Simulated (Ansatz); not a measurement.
Job for Ansatz (a first-principles code): U-wB97X-V/def2-TZVPP on RhO, 2S+1 = 4, a spin state set in the input, which need not be the lowest, a point of a bond scan (R = 1.693 Å). Elements past Kr take the def2 small-core potentials; no spin–orbit coupling.

Ansatz 0.2 input:
```yaml
crystal:
  periodic: [false, false, false]
  atoms:
    - {symbol: Rh, position_ang: [0.00000000, 0.00000000, 0.00000000]}
    - {symbol: O, position_ang: [0.00000000, 0.00000000, 1.69327400]}
basis:
  gaussian:
    orbitals: def2-TZVPP
    pivot_positions_ang: [[0.00000000, 0.00000000, 0.00000000], [0.00000000, 0.00000000, 1.69327400]]
hamiltonian:
  xc: {name: wB97X-V}
magnetization: {spin_polarized: true, initial_magnetization: 3}
output: {forces: true, orbitals: {seedname: ./end}}
```

Program output:

```
WARN ansatz: RAYON_NUM_THREADS=1 ignored (pool sized by the plan → 1); use --threads N
Functional definition: wB97X-V
integrals: 0.03 GiB planned
512 factors; their error is unknown
integrals: 0.06 GiB planned
99 factors; integrals over basis functions are off by at most 4.0e-5 eV
mean field: 0.40 GiB planned
mean field evaluation 1: about -5049.5516 eV, gradient 2.7e1 eV
mean field evaluation 2: about -5048.5883 eV, gradient 3.3e1 eV
mean field evaluation 4: about -5052.0892 eV, gradient 1.7e0 eV
mean field evaluation 8: about -5052.1099 eV, gradient 1.2e-1 eV
mean field evaluation 16: about -5052.1359 eV, gradient 1.6e-3 eV
mean field evaluation 32: about -5051.3826 eV, gradient 7.6e0 eV
mean field -5052.13594858 eV, -185.6625716494 hartree, gradient 5.4e-5 eV, S^2 3.762682; 3 other end points of the search recorded, 0 dependent functions left out
the calculation of the forces begins
reference -5052.13594887 eV, -185.6625716601 hartree; 14, 11 occupied and 73, 76 virtual orbitals, 512 factors
Total energy: -5052.13594887 eV, -185.6625716601 hartree
Atom 0 at     0.000000     0.000000     0.000000 Å, force    -0.000000     0.000000     0.087684 eV/Å
Atom 1 at     0.000000     0.000000     1.693274 Å, force     0.000000     0.000000    -0.087684 eV/Å
Dipole moment:    -0.000000     0.000000    -0.873220 e Å
```

The run converged.

Cost: roughly 13 core-seconds.
